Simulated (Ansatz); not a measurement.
Basis-set series for CH₉AlSi₂ (`C[SiH]([AlH2])[SiH3]`). Charge 0, multiplicity 1. Geometry: relaxed with PBE0-D4/def2-TZVP.

```tsv
functional	basis	functions	energy (Eh)	HOMO (eV)	LUMO (eV)
PBE0-D4	def2-SVP	113	-864.21792	-7.19	-2.07
PBE0-D4	def2-QZVPP	537	-864.57974	-7.15	-2.09
ωB97M-V	def2-SVP	113	-864.50642	-9.08	-0.40
ωB97M-V	def2-QZVPP	537	-864.87316	-9.08	-0.57
```

(1) Give the rows for def2-TZVPP. (An estimate is asked.)

## Answers

(1) Computed: 
```csv
functional,basis,functions,energy (Eh),HOMO (eV),LUMO (eV)
PBE0-D4,def2-TZVPP,283,-864.55059,-7.15,-2.08
ωB97M-V,def2-TZVPP,283,-864.84499,-9.08,-0.48
```
